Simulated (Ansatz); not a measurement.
`Cl[Si]Br` and `O[Si]Br` differ in one atom or group.

Ansatz, PBE0-D4/def2-TZVP geometries, multiplicity 1. Each molecule was computed in one conformer, which needn't be the lowest.

Outer-core shells of Br are correlated without core-valence functions. Scalar relativity is left out up to krypton. Spin–orbit coupling is left out.

```csv
property,`Cl[Si]Br`
"ideal-gas entropy at 298 K and 1 bar (rigid rotor, harmonic PBE0-D4/def2-TZVP) / J/(mol·K)",299
HOMO–LUMO gap (B3LYP/def2-TZVPP) / eV,4.32
size of the dipole moment (PBE/def2-TZVPP) / D,0.76
HOMO energy (PBE/def2-TZVPP) / eV,-6.55
vertical ionisation energy (CCSD(T)/def2-TZVPP) / eV,9.79
LUMO energy (ωB97M-V/def2-TZVPP) / eV,-0.97
```

Task: Give the same properties after the change, and the shifts. (Best estimate.)

Result: Computed: 
| property | `O[Si]Br` | shift |
| --- | --- | --- |
| ideal-gas entropy at 298 K and 1 bar (rigid rotor, harmonic PBE0-D4/def2-TZVP) / J/(mol·K) | 291 | -8 |
| HOMO–LUMO gap (B3LYP/def2-TZVPP) / eV | 5.01 | 0.69 |
| size of the dipole moment (PBE/def2-TZVPP) / D | 1.04 | 0.28 |
| HOMO energy (PBE/def2-TZVPP) / eV | -6.46 | 0.09 |
| vertical ionisation energy (CCSD(T)/def2-TZVPP) / eV | 9.81 | 0.02 |
| LUMO energy (ωB97M-V/def2-TZVPP) / eV | -0.16 | 0.81 |

With PBE0 the HOMO rises by 0.09 eV and the LUMO rises by 0.80 eV, so the gap widens by about 0.71 eV. PBE moves the HOMO by 0.09 eV and ωB97M-V by 0.06 eV. The zero-point energy changes by 33.2 kJ/mol with +3 modes. Dipoles are sizes alone; their direction can turn.

B3LYP here is the variant with VWN-RPA as its local correlation; programs differ in this.
